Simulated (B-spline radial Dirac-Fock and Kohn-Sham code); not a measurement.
X-ray scattering factor of In⁴²⁺

System: indium as In⁴²⁺ in the configuration [He] 2s2 2p3.

The run's input, task.json:

```json
{"items": [{
  "Z": 49,
  "q": 42,
  "cfg": [[1, 0, 2], [2, 0, 2], [2, 1, 3]],
  "A": 115,
  "rrms": 4.6156,
  "do": ["scatter"],
  "s": [0.0, 0.03, 0.04, 0.05, 0.06, 0.07, 0.09, 0.11, 0.13, 0.16, 0.19, 0.23, 0.29, 0.35, 0.42, 0.52, 0.63, 0.76, 0.93, 1.13, 1.38, 1.68, 2.04],
  "pz": [0, 0.1, 0.15, 0.21, 0.31, 0.45, 0.66, 0.96, 1.4, 2.0, 3.0, 4.3, 6.3, 9.2, 13.0, 20.0, 28.0, 41.0, 60.0, 88.0, 130.0],
  "hv_scatter": [2000, 5000, 8047.8, 10000, 20000, 30000, 100000, 500000]
}]}
```

Run with: `python xray_run.py task.json out`

Level of theory: Dirac-Fock orbitals of the configuration average with a finite nucleus; a B-spline atomic structure program. f₀ is the Fourier transform of the spherical electron density, S the Waller-Hartree incoherent function, and s = sin θ/λ.

```tsv
s (Å⁻¹)	f₀	S
0	7.000	0.000
0.03	6.999	0.001
0.04	6.999	0.001
0.05	6.999	0.002
0.06	6.998	0.003
0.07	6.997	0.004
0.09	6.995	0.006
0.11	6.993	0.010
0.13	6.990	0.013
0.16	6.985	0.020
0.19	6.979	0.028
0.23	6.969	0.042
0.29	6.951	0.066
0.35	6.929	0.096
0.42	6.898	0.137
0.52	6.845	0.209
0.63	6.774	0.303
0.76	6.675	0.435
0.93	6.521	0.636
1.13	6.310	0.907
1.38	6.007	1.286
1.68	5.602	1.775
2.04	5.083	2.372
```

f₀ starts at the number of electrons, 7. The sum of ⟨r²⟩ over the electrons is 0.07903 bohr².

Values without a named source are computed, but for edge energies of neutral atoms, which are taken from tables.
